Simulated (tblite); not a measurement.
Compound: C₆H₉NO.
SMILES with atom numbers: `[CH3:1][N:2]([CH3:3])[c:4]1[cH:5][cH:6][o:7][cH:8]1` (hydrogens: H9, H10, H11 on C1; H12, H13, H14 on C3; H15 on C5; H16 on C6; H17 on C8)

Computed with GFN2-xTB (tblite), gas phase: Langevin dynamics at 300 K from the optimised GFN2-xTB geometry, time step 0.5 fs, friction 0.01 fs⁻¹, 2000 steps. Over the second half of the run the saved frames average 310 K.

The optimised geometry, where the run starts:
```
atom  x, y, z in Å
C1     -1.437    1.214    0.646
N2     -0.875   -0.104    0.452
C3     -1.659   -0.968   -0.400
C4      0.499   -0.178    0.289
C5      1.473    0.737    0.790
C6      2.686    0.216    0.467
O7      2.553   -0.939   -0.193
C8      1.224   -1.176   -0.309
H9     -1.351    1.850   -0.246
H10    -2.493    1.109    0.896
H11    -0.938    1.706    1.477
H12    -1.585   -0.698   -1.463
H13    -1.323   -1.996   -0.276
H14    -2.704   -0.908   -0.097
H15     1.301    1.653    1.316
H16     3.681    0.571    0.649
H17     0.943   -2.076   -0.815
```

t = 125 fs, T = 307 K, E(pot) 0.353 eV above the start
```
atom  x, y, z in Å  |  force x, y, z in eV/Å
C1     -1.617    1.198    0.544   -0.096   0.269   1.099
N2     -1.118   -0.166    0.605   -0.221   0.680  -0.802
C3     -1.902   -1.085   -0.188   -0.580  -1.398   2.002
C4      0.240   -0.229    0.354    0.021  -1.745  -0.122
C5      1.243    0.686    0.680    0.804   0.830   0.355
C6      2.434    0.062    0.453    1.421   0.669   0.192
O7      2.264   -1.163   -0.046   -0.733   0.137   0.468
C8      0.909   -1.361   -0.072    0.660   0.010  -0.239
H9     -1.285    1.703   -0.362   -0.648   0.018  -0.429
H10    -2.711    1.186    0.750    0.784   0.183  -0.571
H11    -1.147    1.789    1.349   -0.232  -0.327   0.025
H12    -1.966   -0.945   -1.234    0.386   0.503  -1.234
H13    -1.465   -2.114    0.005   -0.912   1.034  -0.150
H14    -2.951   -1.001    0.193    0.720  -0.452  -0.128
H15     1.123    1.697    1.030    0.049  -0.198   0.033
H16     3.481    0.402    0.672   -1.313  -0.402  -0.479
H17     0.621   -2.338   -0.411   -0.110   0.188  -0.019
```

t = 375 fs, T = 290 K, E(pot) 0.575 eV above the start
```
atom  x, y, z in Å  |  force x, y, z in eV/Å
C1     -1.464    1.554    0.564   -0.637   1.217   0.051
N2     -1.166    0.170    0.531   -1.830  -0.390  -0.334
C3     -2.216   -0.686   -0.039   -0.067   0.985   0.722
C4      0.133   -0.141    0.477    3.174  -1.497  -0.621
C5      1.206    0.566    1.116   -1.676   0.448   0.222
C6      2.335   -0.096    0.838    0.755   0.034   0.038
O7      2.113   -1.157    0.059    2.437   0.197   0.810
C8      0.841   -1.187   -0.152   -3.411   1.916   0.652
H9     -1.429    2.019   -0.441   -0.412  -0.134   0.039
H10    -2.465    1.693    1.031    0.576   0.127  -0.386
H11    -0.721    2.125    1.129   -0.287  -0.290   0.184
H12    -2.503   -0.530   -1.091    0.755   0.023  -0.052
H13    -1.879   -1.704    0.140   -0.541  -0.005  -0.036
H14    -3.152   -0.377    0.494    0.653  -0.792   0.003
H15     1.060    1.409    1.763    0.345   0.021  -0.047
H16     3.297    0.158    1.183    0.860  -0.125  -0.038
H17     0.426   -2.022   -0.571   -0.695  -1.734  -1.208
```

t = 500 fs, T = 372 K, E(pot) 0.770 eV above the start
```
atom  x, y, z in Å  |  force x, y, z in eV/Å
C1     -1.785    1.589    0.959   -1.588  -0.046   1.550
N2     -1.314    0.255    0.838    0.095  -2.011  -0.965
C3     -2.198   -0.745    0.206    0.209   0.869   0.195
C4      0.013    0.050    0.524    0.625  -0.098   0.792
C5      1.093    0.768    1.111    0.774  -0.833  -0.703
C6      2.277    0.206    0.708   -1.126   0.225  -0.654
O7      1.954   -0.775   -0.140    1.728  -1.030   0.586
C8      0.653   -0.983   -0.093   -0.868   0.131  -1.457
H9     -2.398    1.859    0.089    0.205   0.341   0.111
H10    -2.493    1.618    1.907    1.153   0.214  -1.547
H11    -0.935    2.248    1.123   -0.449   0.136  -0.143
H12    -2.307   -0.666   -0.895    0.228   0.113   0.466
H13    -1.930   -1.748    0.482    0.797  -0.339  -0.100
H14    -3.146   -0.642    0.672   -1.167   0.480   0.172
H15     0.884    1.587    1.677    0.189   1.864   1.550
H16     3.336    0.297    0.780    0.072   0.670   0.441
H17     0.405   -1.690   -0.833   -0.877  -0.687  -0.295
```

t = 550 fs, T = 309 K, E(pot) 0.780 eV above the start
```
atom  x, y, z in Å  |  force x, y, z in eV/Å
C1     -1.793    1.641    1.095    1.963  -1.738   2.638
N2     -1.270    0.221    0.982   -1.299   0.730  -0.451
C3     -2.278   -0.646    0.353   -0.338  -0.039  -0.796
C4      0.048    0.066    0.553    0.778   0.584   0.073
C5      1.215    0.915    0.862   -0.768   0.582   1.282
C6      2.322    0.364    0.324   -0.962  -0.426  -0.472
O7      1.927   -0.712   -0.343   -0.042  -2.357  -1.252
C8      0.555   -0.985   -0.186    1.594   2.572   0.517
H9     -2.151    2.029    0.187   -0.343   0.456  -1.032
H10    -2.543    1.702    1.918    0.208  -0.319  -0.829
H11    -0.906    2.166    1.513   -0.666   0.173  -0.656
H12    -2.555   -0.288   -0.711    0.242  -0.273   1.361
H13    -1.955   -1.700    0.217    0.140   0.748   0.370
H14    -3.207   -0.687    0.978    0.840   0.330  -0.497
H15     1.377    1.775    1.515   -0.918  -0.264  -0.277
H16     3.370    0.672    0.276   -0.743  -0.321   0.044
H17     0.058   -1.662   -0.832    0.313  -0.437  -0.023
```

t = 575 fs, T = 372 K, E(pot) 0.494 eV above the start
```
atom  x, y, z in Å  |  force x, y, z in eV/Å
C1     -1.732    1.583    1.152    0.882   0.125  -0.307
N2     -1.229    0.256    0.977   -0.335   0.319   0.545
C3     -2.144   -0.667    0.445    0.524  -2.177  -0.759
C4      0.049    0.073    0.552   -0.143   0.991   0.864
C5      1.140    0.928    0.796    1.058   0.772  -0.684
C6      2.210    0.360    0.169   -0.372  -0.251   0.326
O7      1.878   -0.837   -0.334    0.204  -0.038  -0.170
C8      0.545   -0.983   -0.118    0.446  -1.516  -0.311
H9     -1.625    2.194    0.247   -0.116   0.111   0.080
H10    -2.737    1.456    1.428   -1.467   0.222   0.191
H11    -1.225    2.037    1.981    0.408   0.498   0.324
H12    -2.312   -0.603   -0.632   -0.357   0.554  -0.232
H13    -1.620   -1.628    0.525   -0.411  -0.268   0.226
H14    -3.057   -0.807    0.981   -0.619   0.531   0.379
H15     1.250    1.891    1.242   -0.520   0.127   0.229
H16     3.201    0.746    0.077    0.231  -0.245  -0.105
H17     0.081   -1.958   -0.198    0.585   0.243  -0.593
```

t = 600 fs, T = 272 K, E(pot) 0.614 eV above the start
```
atom  x, y, z in Å  |  force x, y, z in eV/Å
C1     -1.700    1.623    1.256    0.122  -0.774  -2.447
N2     -1.281    0.216    1.060    0.499   1.413  -0.338
C3     -2.268   -0.721    0.559    1.071  -1.007   0.428
C4      0.043    0.117    0.544   -1.427  -0.072   0.059
C5      1.133    1.017    0.573    0.671   0.096   0.655
C6      2.228    0.299    0.160   -0.088   0.125  -0.168
O7      1.886   -0.949   -0.246   -0.305   1.218   0.125
C8      0.556   -0.991   -0.055   -0.465  -0.720   0.060
H9     -1.276    2.260    0.434   -0.633  -0.349   0.277
H10    -2.780    1.743    1.294    0.105  -0.190   0.000
H11    -1.245    1.968    2.116    0.690   0.682   2.036
H12    -2.204   -0.875   -0.500   -0.554   0.645  -1.016
H13    -1.926   -1.701    0.892   -0.036  -0.358   0.597
H14    -3.280   -0.613    0.939    0.243   0.593  -0.124
H15     1.114    2.039    0.908    0.177  -0.196   0.038
H16     3.269    0.571    0.092   -0.199  -0.012  -0.019
H17    -0.042   -1.754   -0.465    0.130  -1.093  -0.164
```

t = 625 fs, T = 285 K, E(pot) 0.653 eV above the start
```
atom  x, y, z in Å  |  force x, y, z in eV/Å
C1     -1.708    1.583    1.330    1.337   0.548  -0.609
N2     -1.257    0.209    1.010   -0.732   1.583   0.780
C3     -2.322   -0.700    0.705   -1.074  -0.081   0.545
C4      0.014    0.068    0.475   -1.154  -0.197   0.939
C5      1.074    1.015    0.566   -0.999   1.202   0.547
C6      2.174    0.365    0.161    0.382  -1.890  -1.200
O7      1.830   -0.927   -0.218    2.450   0.877   0.097
C8      0.555   -1.101    0.014   -1.808  -0.218   0.624
H9     -1.185    2.326    0.646   -0.559  -0.740   0.600
H10    -2.782    1.778    1.200    0.427  -0.496   0.189
H11    -1.377    1.834    2.356   -0.380  -0.077  -0.326
H12    -2.259   -0.916   -0.330   -0.515  -0.185  -1.419
H13    -2.296   -1.697    1.175    0.442   0.406   0.472
H14    -3.332   -0.250    0.991    1.363  -0.526  -0.515
H15     0.932    2.040    0.950    0.508  -0.953  -0.420
H16     3.206    0.574   -0.039   -0.092   0.338   0.176
H17     0.109   -2.091    0.066    0.402   0.408  -0.480
```

t = 725 fs, T = 370 K, E(pot) 0.527 eV above the start
```
atom  x, y, z in Å  |  force x, y, z in eV/Å
C1     -2.010    1.370    1.407    1.232   0.952  -0.637
N2     -1.422    0.058    1.115   -0.343   0.725  -0.899
C3     -2.408   -0.785    0.486   -0.413  -0.459   0.667
C4     -0.134   -0.016    0.588   -1.658  -1.494   0.479
C5      0.850    0.939    0.800    1.084  -0.320  -0.227
C6      2.006    0.334    0.436    1.534  -0.291  -0.480
O7      1.840   -0.946    0.004   -1.937   1.067   0.296
C8      0.447   -1.158    0.087    1.240  -0.378  -0.112
H9     -1.304    1.928    2.095   -0.924  -0.529  -0.775
H10    -2.261    2.053    0.491    0.680  -1.130   1.106
H11    -2.950    1.202    1.895   -0.312  -0.021   0.442
H12    -2.773   -0.441   -0.460   -0.187   0.696  -0.781
H13    -2.091   -1.809    0.281    0.220   0.129   0.584
H14    -3.235   -0.754    1.196   -0.295  -0.568  -0.164
H15     0.669    1.883    1.216    0.231   0.840   0.182
H16     3.031    0.733    0.395   -0.745  -0.385   0.084
H17     0.056   -2.162   -0.171    0.591   1.167   0.234
```

t = 925 fs
```
atom  x, y, z in Å
C1     -2.172    1.840    1.404
N2     -1.746    0.506    1.115
C3     -2.693   -0.605    1.019
C4     -0.421    0.351    0.900
C5      0.673    1.270    0.895
C6      1.818    0.618    0.630
O7      1.563   -0.706    0.371
C8      0.235   -0.834    0.527
H9     -3.246    1.911    1.186
H10    -2.017    2.026    2.494
H11    -1.677    2.583    0.790
H12    -3.047   -0.651    0.022
H13    -2.370   -1.531    1.472
H14    -3.602   -0.249    1.607
H15     0.643    2.321    1.120
H16     2.805    1.003    0.500
H17    -0.208   -1.851    0.454
```

**Question.** Estimate the potential energy and the forces of this last frame.

**Answer.** 0.475 eV above the start.

```csv
atom,Fx (eV/Å),Fy (eV/Å),Fz (eV/Å)
C1,-1.072,-0.234,0.782
N2,0.125,-0.305,-0.057
C3,-1.017,2.241,1.679
C4,2.134,-1.987,-0.977
C5,-0.876,1.156,0.593
C6,0.068,-1.389,-0.656
O7,0.237,1.325,0.368
C8,-1.784,-0.777,0.416
H9,0.134,0.123,0.160
H10,-0.073,0.359,-0.572
H11,0.265,0.004,0.044
H12,-0.096,-0.748,-1.159
H13,0.344,-0.015,-0.263
H14,0.882,-0.563,-0.362
H15,-0.118,-0.048,0.032
H16,0.188,-0.161,0.026
H17,0.661,1.018,-0.054
```

The bond farthest from its length at the start is C3–H14 (1.140 against 1.089 Å), and half the difference of its two atoms' forces along it is -1.72 eV/Å (positive lengthens). The largest atomic force is 3.07 eV/Å.

What follows is the cost of the whole dynamics run. Time: 11 s; peak memory 0.18 GiB. Hardware: Arm Neoverse V1, one thread, no GPU, shared host with 32 logical CPUs at a one-minute load of 8.6.
